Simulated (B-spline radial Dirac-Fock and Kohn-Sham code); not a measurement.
**Xe⁷⁺: non-radiative channels of the 2p1/2 vacancy**

System: Xe⁷⁺, configuration [Kr] 4d10 5s1.

The run's input, task.json:

```json
{"items": [{
  "Z": 54,
  "q": 7,
  "cfg": [[1, 0, 2], [2, 0, 2], [2, 1, 6], [3, 0, 2], [3, 1, 6], [3, 2, 10], [4, 0, 2], [4, 1, 6], [4, 2, 10], [5, 0, 1]],
  "A": 132,
  "rrms": 4.7859,
  "do": ["binding", "quiet", "decay"],
  "holes": ["K", "L1", "L2", "L3", "M1", "M2", "M3", "M4", "M5", "N1", "N2", "N3", "N4", "N5"]
}]}
```

Command: `python xray_run.py task.json out`

Calculated with a B-spline atomic structure program, using one-electron (LDA, Dirac) transition rates at Dirac-Fock energies. Kinetic energies are configuration averages from the vacuum level; the two-hole energies are estimated from single-hole states.

| transition | kinetic energy (eV) | width (meV) | share (%) |
| --- | --- | --- | --- |
| L2-L3N2 | 23.12 | 151 | 5.5 |
| L2-L3N4 | 127.4 | 217 | 7.9 |
| L2-M1M2 | 2806.5 | 74.1 | 2.7 |
| L2-M2M3 | 3009.9 | 230 | 8.3 |
| L2-M2M4 | 3265.3 | 122 | 4.4 |
| L2-M2M5 | 3272.6 | 215 | 7.8 |
| L2-M3M4 | 3323.5 | 162 | 5.9 |
| L2-M4M4 | 3573.9 | 140 | 5.1 |
| L2-M4M5 | 3585.7 | 608 | 22.1 |
| L2-M4N5 | 4229.7 | 93.2 | 3.4 |

The listed channels hold 73 % of the non-radiative rate. Summed by principal shells, of 2.75 eV in all: LMM 61.7 %, LMN 18.7 %, LLN 17.9 %, LNN 1.4 %.
